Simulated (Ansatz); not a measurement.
Computed with Ansatz.

Basis-set series for C₂H₃FInN (`F[C]1([InH2])C=N1`). The species carries charge 0 and has multiplicity 1. In: def2 effective core potential. The structure was optimised at the PBE0-D4/def2-TZVP level.

```tsv
atom	x (Å)	y (Å)	z (Å)
F1	-0.286	-1.205	-1.458
C2	0.076	-0.189	-0.585
In3	-0.402	-0.613	1.483
C4	0.333	1.065	-1.229
N5	1.389	0.443	-0.967
H6	-1.012	-2.158	1.909
H7	-0.117	0.684	2.579
H8	0.021	1.973	-1.731
```

```csv
functional,basis,functions,energy (Eh),HOMO (eV),LUMO (eV)
PBE0-D4,def2-SVP,97,-422.19340,-7.58,-1.97
PBE0-D4,def2-QZVPP,400,-422.48756,-7.69,-2.05
ωB97M-V,def2-SVP,97,-422.31027,-9.79,-0.38
ωB97M-V,def2-QZVPP,400,-422.61218,-9.92,-0.56
```

Give the rows for def2-TZVPP. (Estimate.)

The calculation gave: 
```tsv
functional	basis	functions	energy (Eh)	HOMO (eV)	LUMO (eV)
PBE0-D4	def2-TZVPP	216	-422.47357	-7.66	-2.03
ωB97M-V	def2-TZVPP	216	-422.59888	-9.89	-0.53
```
